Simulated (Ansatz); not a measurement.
Consider the formal exchange of groups at the Si–C bond: `C=C(Cl)[SiH2]S` + HI → `[SiH3]S` + `C=C(Cl)I`.

Gas-phase electronic energies from Ansatz, PBE0-D4/def2-TZVP geometries. CCSD(T)/CBS is the MP2 limit (def2-TZVPP, def2-QZVPP) plus CCSD(T) − MP2 in def2-TZVPP, frozen cores. Functionals use def2-TZVPP. def2 core potentials past Kr. For I outer-core shells are correlated without core-valence functions, which leaves a few kJ/mol of doubt a bond. Each species was taken in one conformer, which may not be the lowest.

```
             level  ΔE (kJ/mol)  difference from CCSD(T)/CBS
            PBE-D4         58.9                         -2.1
         revPBE-D4         59.1                         -1.9
           ωB97M-V         67.0                          6.0
            B2PLYP         60.4                         -0.6
            r2SCAN         62.4                          1.4
             BHLYP         66.6                          5.6
           LC-ωPBE         65.2                          4.2
       HF/def2-SVP         79.2                         18.2
      MP2/def2-SVP         67.4                          6.4
SCS-MP2/def2-TZVPP         57.4                         -3.6
       CCSD(T)/CBS         61.0                            0
```

Largest T1 diagnostic among the species: 0.011.

From r2SCAN to r2SCAN0 (25 % exact exchange), in def2-TZVPP and without D4, ΔE moves by +3.8 kJ/mol. The D4 term adds +4.0 kJ/mol with B3LYP and +2.8 kJ/mol with PBE0; it sums over pairs of atoms, weighted by their polarisabilities, and B3LYP, whose exchange is more repulsive, gets the larger term. At CCSD(T), def2-SVP lies +8.8 kJ/mol from the extrapolated value and def2-TZVPP +2.5 kJ/mol.

B3LYP here is the variant with VWN-RPA as its local correlation; programs differ in this.
